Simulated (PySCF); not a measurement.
An unknown is described by computed data only.

Formula: C10H8S.

- Dipole: 0.54 D [CAM-B3LYP/def2-SVPD]
- 13C NMR: chemical shifts (computed TMS as zero) by class: 151.8 (1 C), 137.9 (1 C), 134.2 (2 C), 132.7 (1 C), 132.6 (1 C), 131.4 (1 C), 128.7 (2 C), 125.8 (1 C) ppm [GIAO PBE0/pcSseg-1]
- 1H NMR: chemical shifts (computed TMS as zero) by class: 7.84 (2 H), 7.60 (1 H), 7.44 (2 H), 7.26 (1 H), 7.10 (1 H), 7.05 (1 H) ppm [GIAO PBE0/pcSseg-1]
- Polarisability: 137.2 au [CAM-B3LYP/def2-SVPD]
- UV, first state: lowest singlet excitation: 4.42 eV (281 nm, f = 0.420) [TDDFT CAM-B3LYP/def2-SVPD]
- Rotational structure: rotational constants A, B, C: 2.797, 0.607, 0.499 GHz [PBE0-D3(BJ)/def2-SVP]
- Triplet: lowest triplet excitation (Tamm–Dancoff): 2.95 eV [TDA CAM-B3LYP/def2-SVPD]

Gas-phase values; electronic properties from PySCF, density fitting. Levels stand in brackets. NMR shifts are as computed; neighbouring signals can stand in another order in a measured spectrum. The structure is a single PBE0-D3(BJ)/def2-SVP conformer in the gas phase; no vibrational or solvent corrections. NMR classes are plain means over equivalent atoms (diastereotopic ones count apart unless rotation or inversion swaps them), as if these changed places fast.

Problem. What is the compound? Reason from the data.

Solution. Numbering: `[cH:1]1[cH:2][cH:3][c:4](-[c:5]2[cH:6][cH:7][cH:8][s:9]2)[cH:10][cH:11]1`. Its formula, C10H8S, gives 7 degrees of unsaturation: 2 rings and 5 π bonds in the structure found (Kekulé form). 10 carbons fall into 8 classes; from least to most shielded: substituted aromatic carbon [C5] (151.8 ppm), substituted aromatic carbon [C4] (137.9 ppm), aromatic CH carbon [C2/C11] (134.2 ppm, 2 C), aromatic CH carbon [C7] (132.7 ppm), aromatic CH carbon [C1] (132.6 ppm), aromatic CH next to a ring sulfur [C8] (131.4 ppm), aromatic CH carbon [C3/C10] (128.7 ppm, 2 C), aromatic CH carbon [C6] (125.8 ppm). Hydrogen classes from least to most shielded: 2 H on the ortho carbons, C3/C10 (7.84 ppm), 1 H on an aromatic CH carbon, C6 (7.60 ppm), 2 H on the meta carbons, C2/C11 (7.44 ppm), 1 H on the para carbon, C1 (7.26 ppm), 1 H on an aromatic CH carbon, C7 (7.10 ppm), 1 H on an aromatic CH next to a ring sulfur, C8 (7.05 ppm). By its constants the optimised geometry is an asymmetric top. Structure: `c1ccc(-c2cccs2)cc1`. The assignments are read from this structure; whether some other isomer fits the data as well wasn't checked.

The values belong to the conformer `[cH:1]1[cH:2][cH:3][c:4](-[c:5]2[cH:6][cH:7][cH:8][s:9]2)[cH:10][cH:11]1`: C3–C4–C5–C6 177°.
